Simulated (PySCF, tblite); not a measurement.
Species: C4H6N2O2S.
Structure used (GFN2-xTB), in Å, numbered top down from 1:
```xyz
15
C4H6N2O2S angstrom
C      2.0007   -1.1313    0.0306
O      0.6369   -0.7518    0.0567
C      0.4197    0.5745   -0.1019
N      1.4148    1.4513   -0.2726
N      1.0622    2.6558   -0.4071
S     -0.5802    2.8664   -0.3381
C     -0.8353    1.1822   -0.1064
O     -2.0814    0.7038    0.0285
C     -2.2246   -0.6932    0.2165
H      2.5553   -0.6406    0.8337
H      2.0085   -2.2103    0.1690
H      2.4584   -0.8671   -0.9253
H     -3.2960   -0.8623    0.3042
H     -1.7175   -1.0219    1.1258
H     -1.8260   -1.2475   -0.6355
```

Computed with wB97X-D/def2-SVPD in PySCF (dipole) on a GFN2-xTB geometry, gas phase.

Masses are those of the commonest isotopes; rigid-rotor values at the optimised geometry. The values belong to one conformer with, in the numbering `[CH3:1][O:2][c:3]1[n:4][n:5][s:6][c:7]1[O:8][CH3:9]`, C1–O2–C3–N4 0°, S6–C7–O8–C9 180°.

Question: Give the principal moments of inertia and the rotational constants in GHz.

Answer: Ia = 278.14, Ib = 338.79, Ic = 610.55 u·Å²; 505379 MHz·u·Å²/I gives 1817, 1492 and 827.7 MHz, that is A = 1.8170, B = 1.4917, C = 0.8277 GHz.

Question: What kind of rotor is it?

Answer: An asymmetric top; Ray's κ = 0.342.

Question: What does the inertial defect say?

Answer: Not planar: Δ = Ic − Ia − Ib = -6.37 u·Å². For a rigid frame Δ = −2 Σ m c², so Σ m c² = 3.18 u·Å² lies off the ab plane, practically all of it from hydrogen. The atom farthest from that plane is 0.89 Å away.

Question: Which lines would a microwave search look for?

Answer: The dipole components are |μa| = 2.40 D, |μb| = 2.60 D, |μc| = 0.00 D; the mirror of this Cs structure is the ab plane, so μc vanishes by symmetry and there are no c-type lines. The squared components, which scale the intensities, stand as 0.85 : 1.00 (a : b). Some lines, for components of 0.1 D or more:

```
type  branch         J(Ka,Kc)    MHz  lower level (cm⁻¹)
   a       Q  2(2,0) ← 2(2,1)    432               0.320
   a       Q  3(2,1) ← 3(2,2)   1574               0.552
   a       Q  2(1,1) ← 2(1,2)   1992               0.221
   b       Q  4(2,2) ← 4(1,3)   3430               0.845
   b       Q  3(2,2) ← 3(1,3)   4185               0.412
   b       Q  4(3,2) ← 4(2,3)   4405               0.849
   a       R  3(2,2) ← 2(2,1)   6958               0.320
   a       R  4(1,3) ← 3(1,2)   9213               0.538
   a       R  5(3,3) ← 4(3,2)  11958               0.996
   b       R  5(5,0) ← 4(4,1)  17666               1.137
   b       R  5(2,3) ← 4(1,4)  21606               0.660
```

Question: Estimate the classical rotational partition function at 25 K, 200 K and 298.15 K.

Answer: Point group Cs, symmetry number σ = 1; q = (√π/σ)·√((kT/h)³/(ABC)), k/h = 20836.6 MHz/K: 14100 at 25 K, 318000 at 200 K, 579000 at 298.15 K.

Its GFN2-xTB frequencies are all real (lowest 42 cm⁻¹). No vibrational averaging or centrifugal distortion is included, and the geometry carries the error of its method. A rigid rotor knows nothing of internal rotation, which can split or shift real lines. Quadrupole hyperfine structure (14N) is left out.

Cost: about 2.3 min of CPU time on one thread; the machine was shared, so the figure is rough. This is the wB97X-D/def2-SVPD job that gave the dipole, with the excitations it also computed.
